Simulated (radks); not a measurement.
The numbers below are computed, except where a source is named.
Charge is removed step by step from the 5d up level of Gd+, starting from [Xe] 4f7 5d(up 1, down 0) 6s1. Code: a radial shooting solver on a logarithmic mesh with Libxc functionals. Model: scalar-relativistic Kohn-Sham, r2SCAN, spin-polarised, spherical densities, finite nucleus; open shells are filled with parallel spins first (spin-orbit coupling, left out, can overturn this in heavy ions); meta-GGA in the generalised Kohn-Sham scheme; Fermi nuclear charge, rms radius 5.1569 fm.

removed (e)  E - E(0) (eV)  eigenvalue (eV)  E minus straight line (eV)
0                    0.000           -8.961                       0.000
0.25                 2.485          -10.935                      -0.776
0.5                  5.474          -12.993                      -1.047
0.75                 8.987          -15.128                      -0.794
1                   13.041          -17.328                       0.000

Removing the whole electron costs 13.041 eV by Delta-SCF, against 8.961 eV from minus the eigenvalue at the starting occupation. Slater's transition state (half an electron removed) gives 12.993 eV. Integrating minus the eigenvalue over the occupation (Janak's theorem) gives 13.044 eV. In this scalar-relativistic scheme the density is built from large components alone, so the theorem holds only approximately. The mean slope of the eigenvalue, de/dn, is 8.37 eV per electron.
